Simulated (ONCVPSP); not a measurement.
**Logarithmic derivatives: rhenium, ONCV**

```
Element                 : Re
Generator               : ONCVPSP 4.0.1
Type                    : optimised norm-conserving Vanderbilt (ONCV)
Functional              : PW91
Relativity              : scalar-relativistic
Frozen core             : [Kr] 4d10
Valence charge          : 29
Reference configuration : 4f14 5s2 5p6 5d5 6s1.5 (charge +0.5)
Partial waves           : 5s+6s: rc 1.75 bohr, ncon 4, nbas 8, qcut 5.3 1/bohr, 3 projectors, debl 1.9 Ha; 5p: rc 1.15 bohr, ncon 3, nbas 8, qcut 5.8 1/bohr, 2 projectors, debl 0.7 Ha; 5d: rc 1.85 bohr, ncon 4, nbas 8, qcut 5.3 1/bohr, 2 projectors, debl 2.1 Ha; 4f: rc 0.85 bohr, ncon 3, nbas 8, qcut 20.1 1/bohr, 2 projectors, debl 2.9 Ha
Local potential         : polynomial inside 0.80 bohr (lpopt 2, dvloc0 1 Ha)
Core correction         : polynomial model core, fcfact 0.4
```

In the p channel the program set the typed energies aside and used -1.868, 0.250 Ha.

The phase is arctan(r·R′/R) of the radial function R(r), unwrapped; energies in Ha, scanned from -5 to 5 Ha. A pole is an energy at which the radial function vanishes at the test radius. The pseudo phase is shifted by a multiple of π to meet the all-electron one at the reference energy, and phase errors are pseudo minus all-electron; the curves can meet again beyond the range given. Levels narrower than the energy grid can be missing from the lists of poles.

```json
{"channel": "s", "radius (bohr)": "1.77", "reference energy (Ha)": "-0.34", "poles, all-electron": "-2.98", "poles, pseudo": "-2.98", "unbroken range about the reference energy with phases within 0.05 rad": "the whole range", "phase error 1 Ha above the reference energy (rad)": "+0.000"}
{"channel": "p", "radius (bohr)": "1.17", "reference energy (Ha)": "-1.87", "poles, all-electron": "3.70", "poles, pseudo": "3.68", "unbroken range about the reference energy with phases within 0.05 rad": "the whole range", "phase error 1 Ha above the reference energy (rad)": "+0.000"}
{"channel": "d", "radius (bohr)": "1.88", "reference energy (Ha)": "-0.33", "poles, all-electron": "0.82", "poles, pseudo": "0.82", "unbroken range about the reference energy with phases within 0.05 rad": "the whole range", "phase error 1 Ha above the reference energy (rad)": "+0.000"}
{"channel": "f", "radius (bohr)": "0.86", "reference energy (Ha)": "-1.69", "poles, all-electron": "0.13", "poles, pseudo": "0.13", "unbroken range about the reference energy with phases within 0.05 rad": "the whole range", "phase error 1 Ha above the reference energy (rad)": "-0.000"}
```

Phases in the s channel:

| E (Ha) | all-electron | pseudo |
| --- | --- | --- |
| -4.96 | 1.237 | 1.237 |
| -4.72 | 1.202 | 1.202 |
| -4.48 | 1.151 | 1.151 |
| -4.24 | 1.066 | 1.066 |
| -4.00 | 0.892 | 0.892 |
| -3.76 | 0.391 | 0.392 |
| -3.52 | -0.792 | -0.792 |
| -3.28 | -1.349 | -1.349 |
| -3.04 | -1.540 | -1.540 |
| -2.80 | -1.636 | -1.636 |
| -2.56 | -1.698 | -1.698 |
| -2.32 | -1.745 | -1.745 |
| -2.08 | -1.786 | -1.786 |
| -1.84 | -1.825 | -1.825 |
| -1.60 | -1.865 | -1.865 |
| -1.36 | -1.909 | -1.909 |
| -1.12 | -1.960 | -1.960 |
| -0.88 | -2.022 | -2.022 |
| -0.64 | -2.100 | -2.100 |
| -0.40 | -2.205 | -2.205 |
| -0.16 | -2.349 | -2.349 |
| 0.08 | -2.555 | -2.555 |
| 0.32 | -2.846 | -2.846 |
| 0.56 | -3.209 | -3.209 |
| 0.80 | -3.571 | -3.571 |
| 1.04 | -3.857 | -3.857 |
| 1.28 | -4.060 | -4.060 |
| 1.52 | -4.201 | -4.201 |
| 1.76 | -4.302 | -4.302 |
| 2.00 | -4.377 | -4.377 |
| 2.24 | -4.434 | -4.434 |
| 2.48 | -4.479 | -4.479 |
| 2.72 | -4.516 | -4.516 |
| 2.96 | -4.546 | -4.546 |
| 3.20 | -4.572 | -4.572 |
| 3.44 | -4.594 | -4.594 |
| 3.68 | -4.614 | -4.614 |
| 3.92 | -4.631 | -4.631 |
| 4.16 | -4.647 | -4.647 |
| 4.40 | -4.662 | -4.662 |
| 4.64 | -4.675 | -4.675 |
| 4.88 | -4.688 | -4.688 |
